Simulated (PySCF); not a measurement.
`InChI=1S/CH5F3O2SSi2/c2-1(3,4)7(5,6)9-8/h9H2,8H3`

Molfile (atoms numbered from 1):
```
CH5F3O2SSi2
     RDKit          3D

 14 13  0  0  0  0  0  0  0  0999 V2000
   -0.4577    1.2411   -0.8447 O   0  0  0  0  0  0  0  0  0  0  0  0
   -0.6851    0.6554    0.4591 S   0  0  0  0  0  6  0  0  0  0  0  0
   -0.5118    1.5157    1.6049 O   0  0  0  0  0  0  0  0  0  0  0  0
    0.7277   -1.0286    0.5743 Si  0  0  0  0  0  4  0  0  0  0  0  0
    2.6435    0.0873   -0.1397 Si  0  0  0  0  0  4  0  0  0  0  0  0
   -2.5141    0.1537    0.4504 C   0  0  0  0  0  0  0  0  0  0  0  0
   -2.6712   -0.7400   -0.5361 F   0  0  0  0  0  0  0  0  0  0  0  0
   -3.3745    1.1406    0.2837 F   0  0  0  0  0  0  0  0  0  0  0  0
   -2.7822   -0.4784    1.5990 F   0  0  0  0  0  0  0  0  0  0  0  0
    0.4288   -1.4555    1.9445 H   0  0  0  0  0  0  0  0  0  0  0  0
   -0.0100   -1.9605   -0.2851 H   0  0  0  0  0  0  0  0  0  0  0  0
    3.1925   -0.6383   -1.2963 H   0  0  0  0  0  0  0  0  0  0  0  0
    2.3687    1.4759   -0.4941 H   0  0  0  0  0  0  0  0  0  0  0  0
    3.6448    0.0312    0.9381 H   0  0  0  0  0  0  0  0  0  0  0  0
  1  2  2  0
  2  3  2  0
  2  4  1  0
  4  5  1  0
  2  6  1  0
  6  7  1  0
  6  8  1  0
  6  9  1  0
  4 10  1  0
  4 11  1  0
  5 12  1  0
  5 13  1  0
  5 14  1  0
M  END
```

Method: TDDFT CAM-B3LYP/aug-cc-pVDZ excited states, vertical, gas phase (PySCF). Geometry: GFN2-xTB.

(1) How strongly do the lowest singlets absorb one photon, and two photons of half the energy?

## Answers

(1) δ for parallel linear polarisation; σ at the peak of a Lorentzian of half width 0.1 eV, single beam; Ω is circular over linear.
| state | E (eV) | f | photon λ (nm) | δ (au) | σ (GM) | Ω | main |
| --- | --- | --- | --- | --- | --- | --- | --- |
| S1 | 5.41 | 0.118 | 458 | 216 | 2.32 | 0.56 | HOMO→LUMO 0.81, HOMO→LUMO+1 0.11 |
| S2 | 6.17 | 0.005 | 402 | 7.55 | 0.10 | 1.10 | HOMO−1→LUMO 0.78, HOMO−1→LUMO+1 0.08 |
| S3 | 6.34 | 0.010 | 391 | 135 | 1.99 | 0.75 | HOMO→LUMO+1 0.57, HOMO→LUMO 0.12 |
| S4 | 6.63 | 0.019 | 374 | 10.1 | 0.16 | 1.39 | HOMO−2→LUMO 0.56, HOMO−3→LUMO 0.15 |
| S5 | 6.80 | 0.002 | 365 | 7.65 | 0.13 | 0.97 | HOMO→LUMO+3 0.52, HOMO→LUMO+2 0.16 |

Among these, the strongest one-photon state is S1, the strongest two-photon state S1, with a dipole change of 3.9 D (relaxed, norm of the difference vector).
